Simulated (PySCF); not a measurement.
SMILES B[C@H]1CC=CCCC1, C7H13B

Geometry:
```json
{"atom": "B1", "x (Å)": "-2.056", "y (Å)": "0.025", "z (Å)": "0.853"}
{"atom": "C2", "x (Å)": "-1.255", "y (Å)": "-0.114", "z (Å)": "-0.495"}
{"atom": "C3", "x (Å)": "-0.532", "y (Å)": "1.172", "z (Å)": "-0.944"}
{"atom": "C4", "x (Å)": "0.347", "y (Å)": "1.729", "z (Å)": "0.135"}
{"atom": "C5", "x (Å)": "1.403", "y (Å)": "1.099", "z (Å)": "0.625"}
{"atom": "C6", "x (Å)": "1.859", "y (Å)": "-0.253", "z (Å)": "0.165"}
{"atom": "C7", "x (Å)": "0.813", "y (Å)": "-1.347", "z (Å)": "0.410"}
{"atom": "C8", "x (Å)": "-0.337", "y (Å)": "-1.342", "z (Å)": "-0.595"}
{"atom": "H9", "x (Å)": "-2.479", "y (Å)": "1.065", "z (Å)": "1.178"}
{"atom": "H10", "x (Å)": "-2.302", "y (Å)": "-0.922", "z (Å)": "1.494"}
{"atom": "H11", "x (Å)": "-2.056", "y (Å)": "-0.286", "z (Å)": "-1.236"}
{"atom": "H12", "x (Å)": "-1.274", "y (Å)": "1.920", "z (Å)": "-1.225"}
{"atom": "H13", "x (Å)": "0.075", "y (Å)": "0.951", "z (Å)": "-1.829"}
{"atom": "H14", "x (Å)": "0.074", "y (Å)": "2.699", "z (Å)": "0.528"}
{"atom": "H15", "x (Å)": "1.982", "y (Å)": "1.560", "z (Å)": "1.413"}
{"atom": "H16", "x (Å)": "2.088", "y (Å)": "-0.220", "z (Å)": "-0.905"}
{"atom": "H17", "x (Å)": "2.777", "y (Å)": "-0.519", "z (Å)": "0.690"}
{"atom": "H18", "x (Å)": "1.313", "y (Å)": "-2.318", "z (Å)": "0.349"}
{"atom": "H19", "x (Å)": "0.411", "y (Å)": "-1.238", "z (Å)": "1.420"}
{"atom": "H20", "x (Å)": "0.079", "y (Å)": "-1.408", "z (Å)": "-1.605"}
{"atom": "H21", "x (Å)": "-0.941", "y (Å)": "-2.238", "z (Å)": "-0.429"}
```

The calculation used GIAO PBE/pcSseg-1 magnetisability, rotational g tensor and spin-rotation constants, non-relativistic, gas phase in PySCF 2.14.0. Geometry: GFN2-xTB.

Question: How diamagnetic is it, and how anisotropic?

Answer: Isotropic -1146 × 10⁻³⁰ J/T², or -69.0 × 10⁻⁶ cm³/mol; principal values -1334, -1130, -974 × 10⁻³⁰ J/T², anisotropy 313 × 10⁻³⁰ J/T² (root of half the summed squared differences of the principal values). The susceptibility is in cgs units.

Question: Split it along the inertial axes a, b, c into diamagnetic and paramagnetic parts about the centre of mass, with the quadrupole moment.

Answer: 
| axis | χ (10⁻⁶ cm³/mol) | diamagnetic (10⁻⁶ cm³/mol) | paramagnetic (10⁻⁶ cm³/mol) | summed x² of all electrons (Å²) | quadrupole Θ (D Å) |
| --- | --- | --- | --- | --- | --- |
| a | -77.8 | -599.0 | 521.2 | 118.3 | +1.35 |
| b | -63.1 | -689.8 | 626.7 | 96.8 | +0.01 |
| c | -66.2 | -912.5 | 846.4 | 44.3 | -1.36 |

Anisotropies 2χaa − χbb − χcc = -26.2 and 2χbb − χaa − χcc = +17.8 × 10⁻⁶ cm³/mol. Θ is traceless in Buckingham's convention.

Question: And the rotational g tensor?

Answer: 
| axis | rotational constant (GHz) | g | nuclear part | electronic part |
| --- | --- | --- | --- | --- |
| a | 2.6566 | -0.0199 | 0.6306 | -0.6505 |
| b | 2.1711 | -0.0304 | 0.6088 | -0.6393 |
| c | 1.5598 | -0.0190 | 0.6012 | -0.6202 |

Asymmetric top; isotopes 11B, 12C, 1H; no vibrational averaging.
